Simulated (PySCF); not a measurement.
Compound: tropone, C₇H₆O.
SMILES: `O=c1cccccc1`

A linear-response calculation (PySCF, def2-SVPD basis, gas phase, vertical, core orbitals frozen in the response) gave these numbers; the functional is withheld.

Orbital energies (eV): HOMO-3 -9.88, HOMO-2 -8.62, HOMO-1 -6.97, HOMO -6.82, LUMO -2.64, LUMO+1 -1.84, LUMO+2 0.17.

```
state  E (eV)       f  main configurations (H = HOMO, L = LUMO)
   S1    3.32  0.0000                              H-1→L (100%)
   S2    3.69  0.0000                             H-1→L+1 (99%)
   S3    3.75   0.064                                 H→L (97%)
   S4    4.58   0.084                  H→L+1 (72%), H-2→L (26%)
   S5    6.03  0.0099                               H-4→L (98%)
   S6    6.12   0.042                               H→L+2 (92%)
```

Triplets, Tamm–Dancoff:

```
state  E (eV)  λ (nm)  main configurations (H = HOMO, L = LUMO)
   T1    2.39   519.5                                 H→L (96%)
   T2    3.19   389.1                               H-1→L (99%)
   T3    3.21   386.5                               H→L+1 (91%)
   T4    3.26   380.3                             H-1→L+1 (98%)
```

Vertical ionisation energy by ΔSCF with the same functional: 8.79 eV. Mean static polarisability: 89.0 au.

Question: Name the functional.
A. CAM-B3LYP
B. PBE
C. HF
D. B3LYP

Answer: D. B3LYP is a global hybrid with 20% exact exchange. In this run −ε(HOMO) = 6.82 eV differs from the ΔSCF value by -1.97 eV, and S1 differs from the orbital gap of 4.18 eV by -0.86 eV. The ratio −ε(HOMO)/IP is 0.78. Usual ranges for neutral molecules in this basis: 0.67 to 0.83 with B3LYP, 0.5 to 0.7 with PBE, 0.85 to 0.93 with CAM-B3LYP; with Hartree–Fock the ratio is 1 or more (Koopmans' value less the relaxation energy is the ΔSCF value).

Method: TDDFT B3LYP/def2-SVPD, vertical, gas phase, core orbitals frozen in the response (PySCF 2.14.0, density-fitted response routines). Geometry: PBE0-D3(BJ)/def2-SVP; no solvent, vibrations or thermal averaging.
